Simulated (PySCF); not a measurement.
PySCF input (BP86/def2-SVP):

```python
from pyscf import gto, dft

mol = gto.M(
    atom='''
    C     0.01425900   -0.00055500   -0.74078200
    O     0.00715200    0.00561000    0.56769200
    H     0.88752300    0.26011200    0.88741300
    H    -1.03029300   -0.30166700   -0.98425100
    ''',
    basis='def2-svp',
    charge=0,
    spin=0,
    verbose=4,
)

mf = dft.RKS(mol, xc='bp86')
mf.grids.level = 3
mf.conv_tol = 1e-9
mf.max_cycle = 100
mf.max_memory = 1500
mf.kernel()
if not mf.converged:
    mf = mf.newton()
    mf.kernel(mf.make_rdm1())
mf.dip_moment()
```

Output:

```
PySCF version 2.14.0

[INPUT] verbose = 4
[INPUT] num. atoms = 4
[INPUT] num. electrons = 16
[INPUT] charge = 0
[INPUT] spin (= nelec alpha-beta = 2S) = 0
[INPUT] symmetry False subgroup None
[INPUT] Mole.unit = angstrom
[INPUT] Symbol           X                Y                Z      unit          X                Y                Z       unit  Magmom
[INPUT]  1 C      0.014259000000  -0.000555000000  -0.740782000000 AA    0.026945604810  -0.001048797999  -1.399875098008 Bohr   0.0
[INPUT]  2 O      0.007152000000   0.005610000000   0.567692000000 AA    0.013515321243   0.010601363559   1.072782403107 Bohr   0.0
[INPUT]  3 H      0.887523000000   0.260112000000   0.887413000000 AA    1.677175399252   0.491540441713   1.676967529379 Bohr   0.0
[INPUT]  4 H     -1.030293000000  -0.301667000000  -0.984251000000 AA   -1.946971598057  -0.570068010819  -1.859964827829 Bohr   0.0

nuclear repulsion = 30.7561771573883
number of shells = 18
number of NR pGTOs = 62
number of NR cGTOs = 38
basis = def2-svp
ecp = {}

******** <class 'pyscf.dft.rks.RKS'> ********
method = RKS
initial guess = minao
damping factor = 0
level_shift factor = 0
DIIS = <class 'pyscf.scf.diis.CDIIS'>
diis_start_cycle = 1
diis_space = 8
diis_damp = 0
SCF conv_tol = 1e-09
SCF conv_tol_grad = None
SCF max_cycles = 100
direct_scf = True
direct_scf_tol = 1e-13
XC library pyscf.dft.libxc version 7.1.2
    S. Lehtola, C. Steigemann, M. J. T. Oliveira, and M. A. L. Marques,  SoftwareX 7, 1–5 (2018)
XC functionals = bp86
    A. D. Becke,  Phys. Rev. A 38, 3098 (1988)
    J. P. Perdew,  Phys. Rev. B 33, 8822 (1986)
    J. P. Perdew,  Phys. Rev. B 34, 7406–7406 (1986)
radial grids:
    Treutler-Ahlrichs [JCP 102, 346 (1995); DOI:10.1063/1.469408] (M4) radial grids

becke partition: Becke, JCP 88, 2547 (1988); DOI:10.1063/1.454033
pruning grids: <function nwchem_prune>
grids dens level: 3
symmetrized grids: False
atomic radii adjust function: <function treutler_atomic_radii_adjust>
small_rho_cutoff = 0
Set gradient conv threshold to 3.16228e-05
Initial guess from minao.
tot grids = 47816
init E= -114.453759095808
  HOMO = -0.241960670212465  LUMO = -0.137773158547942  gap/eV = 2.83509
cycle= 1 E= -114.279603958532  delta_E= 0.174  |g|= 0.51  |ddm|= 2.04
  HOMO = -0.137994083080006  LUMO = -0.0451465530859894  gap/eV = 2.52651
cycle= 2 E= -114.065587837505  delta_E= 0.214  |g|= 1.16  |ddm|= 1.05
  HOMO = -0.149807609363093  LUMO = -0.0750580227513789  gap/eV = 2.03404
cycle= 3 E= -114.320878967092  delta_E= -0.255  |g|= 0.159  |ddm|= 0.767
  HOMO = -0.177628507889832  LUMO = -0.0991681294374898  gap/eV = 2.13502
cycle= 4 E= -114.32781062632  delta_E= -0.00693  |g|= 0.0325  |ddm|= 0.221
  HOMO = -0.172758901936393  LUMO = -0.0930479416674856  gap/eV = 2.16905
cycle= 5 E= -114.328083589796  delta_E= -0.000273  |g|= 0.0066  |ddm|= 0.0475
  HOMO = -0.17325020152348  LUMO = -0.0936361498939386  gap/eV = 2.16641
cycle= 6 E= -114.328095099604  delta_E= -1.15e-05  |g|= 0.0014  |ddm|= 0.0118
  HOMO = -0.173102622323652  LUMO = -0.0935970748771688  gap/eV = 2.16346
cycle= 7 E= -114.32809559161  delta_E= -4.92e-07  |g|= 0.000236  |ddm|= 0.00233
  HOMO = -0.173114528898972  LUMO = -0.0936119796206438  gap/eV = 2.16337
cycle= 8 E= -114.328095603828  delta_E= -1.22e-08  |g|= 2.49e-05  |ddm|= 0.00021
  HOMO = -0.17311424717977  LUMO = -0.0936103066167164  gap/eV = 2.16341
cycle= 9 E= -114.328095603972  delta_E= -1.45e-10  |g|= 2.23e-06  |ddm|= 2.97e-05
  HOMO = -0.173114897665359  LUMO = -0.0936108105739093  gap/eV = 2.16342
Extra cycle  E= -114.328095603968  delta_E= 3.78e-12  |g|= 4.89e-06  |ddm|= 5.94e-06
converged SCF energy = -114.328095603968
Dipole moment(X, Y, Z, Debye):  0.20197,  0.06983,  1.89926
```

The geometry given is a B3LYP-D3(BJ)/def2-TZVP minimum.
